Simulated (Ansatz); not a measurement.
Geometry optimisation, RKS BHLYP/def2-SVP (Ansatz).

input.yaml

```yaml
crystal:
  periodic: [false, false, false]
  atoms:
    - { symbol: B, position_ang: [-0.1333, -0.8599, 0.0196] }
    - { symbol: "N", position_ang: [-0.2208, 0.9352, 0.1256] }
    - { symbol: F, position_ang: [-0.8628, -1.3819, -0.9363] }
    - { symbol: F, position_ang: [-0.0005, -1.4593, 1.1781] }
    - { symbol: H, position_ang: [0.9768, 0.6007, -0.3661] }
    - { symbol: F, position_ang: [1.3954, -0.5112, -0.5876] }
    - { symbol: H, position_ang: [-0.886, 1.3694, -0.493] }
    - { symbol: H, position_ang: [-0.2688, 1.3069, 1.0596] }
basis:
  gaussian: { orbitals: def2-SVP }
hamiltonian:
  xc: { name: BHLYP }
relax:
  f_tol: 0.15
  max_steps: 25
  restrain:
    - { distance: [0, 5], at: 1.41, k: 30.0 }
    - { distance: [4, 1], at: 1.02, k: 30.0 }
    - { distance: [0, 1], at: 2.85, k: 30.0 }
    - { distance: [4, 5], at: 2.18, k: 30.0 }
```

Launched with:

```bash
$ ansatz run input.yaml --threads 2 --pin off --max-ram 3072MiB --backend cpu --events-out ev --progress --plain --runs-dir out
```

Task: Where does it end, and by what steps?

Result: The forces met the threshold. The restraints hold the end off the free minimum. After 6 steps the energy has fallen by 1.210 eV (the restraints' own energy left out); N2 moved furthest, 0.62 Å. Joined: N2–H5 (1.34 → 1.01 Å).

```csv
step,energy less start (eV),largest force component (eV/Å),accepted
0,0.0000,3.347,yes
1,-0.1784,3.650,yes
2,-0.8974,3.313,yes
3,-1.1556,1.398,yes
4,-1.1388,1.290,yes
5,-1.1953,1.348,yes
6,-1.2102,1.623,yes
```

```xyz
8
Properties=species:S:1:pos:R:3
B 0.109 -1.293 -0.095
N -0.101 1.539 0.101
F -0.884 -1.442 -0.919
F -0.034 -1.524 1.176
H 0.744 1.111 -0.256
F 1.329 -0.971 -0.577
H -0.891 1.320 -0.485
H -0.272 1.259 1.054
```

Time of the run: 11 s on 2 threads of Arm Neoverse V2, on a shared host, peak memory 0.16 GiB.
